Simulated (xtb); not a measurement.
CsI, triplet, at the geometry of the source list (a higher spin typed on purpose: for a closed-shell molecule this is an excited state); GFN-FF run with xtb 6.7.1.

Here is a job for xtb.
```
$ xtb mol.xyz --gfnff --uhf 2 --json

# file mol.xyz
2

Cs    -1.12140000    -0.79660000    -0.95550000
I      1.12140000     0.79660000     0.95550000
```

Output, abridged:

```
   ID    Z sym.   atoms
    1   55 Cs     1
    2   53 I      2

           -------------------------------------------------
          |                Calculation Setup                |
           -------------------------------------------------

          ==================== Thresholds ====================
          CN  :   150.00000
          rep :   500.00000
          disp:  2500.00000
          HB1 :   250.00000
          HB2 :   450.00000

          Pauling EN used:
          Z :53  EN :  2.66
          Z :55  EN :  0.79
          electric field strengths (au): 0.000

           -------------------------------------------------
          |           Force Field Initialization            |
           -------------------------------------------------

          distances ...
          ----------------------------------------
          generating topology and atomic info file ...
          pair mat ...
          computing topology distances matrix with Floyd-Warshall algo ...
          making topology EEQ charges ...
          #fragments for EEQ constrain: 1
          ----------------------------------------
          generating topology and atomic info file ...
          pair mat ...
          computing topology distances matrix with Floyd-Warshall algo ...
          making topology EEQ charges ...
          #fragments for EEQ constrain: 1
          rings ...
          # BATM   0
          # H in HB   0

  atom   neighbors  erfCN metchar sp-hybrid imet pi  qest     coordinates
    1  Cs      1    0.98   0.01         0    1    0   0.306   -2.119139   -1.505356   -1.805633
    2  I       1    0.98   0.00         0    0    0  -0.306    2.119139    1.505356    1.805633

          #atoms :   2
          #bonds :   1
          #angl  :   0
          #tors  :   0
          #nmol  :   1
          #optfrag :   1
           -------------------------------------------------
          |                   G F N - F F                   |
          |          A general generic force-field          |
          |                  Version 1.0.3                  |
           -------------------------------------------------
          Number of HB bonds (bound hydrogen)     0
          Number of HB bonds (unbound hydrogen)   0
          Number of XB bonds                      0

         :::::::::::::::::::::::::::::::::::::::::::::::::::::
         ::                     SUMMARY                     ::
         :::::::::::::::::::::::::::::::::::::::::::::::::::::
         :: total energy              -0.118112527264 Eh    ::
         :: gradient norm              0.002395260321 Eh/a0 ::
         ::.................................................::
         :: bond energy               -0.042446529033 Eh    ::
         :: angle energy               0.000000000000 Eh    ::
         :: torsion energy             0.000000000000 Eh    ::
         :: repulsion energy           0.000120171472 Eh    ::
         :: electrostat energy        -0.075388708867 Eh    ::
         :: dispersion energy         -0.000397460837 Eh    ::
         :: HB energy                  0.000000000000 Eh    ::
         :: XB energy                  0.000000000000 Eh    ::
         :: bonded atm energy          0.000000000000 Eh    ::
         :: external energy            0.000000000000 Eh    ::
         :: add. restraining           0.000000000000 Eh    ::
         :: total charge              -0.000000000000 e     ::
         :::::::::::::::::::::::::::::::::::::::::::::::::::::

           -------------------------------------------------
          |                Property Printout                |
           -------------------------------------------------

molecular dipole:
                 x           y           z       tot (Debye)
 q only:       -1.418      -1.007      -1.208       5.382

           -------------------------------------------------
          | TOTAL ENERGY               -0.118112527264 Eh   |
          | GRADIENT NORM               0.002395260321 Eh/α |
           -------------------------------------------------
########################################################################
[WARNING] Runtime exception occurred
-1- gfnff_setup: Could not read topology file.
########################################################################

normal termination of xtb
```
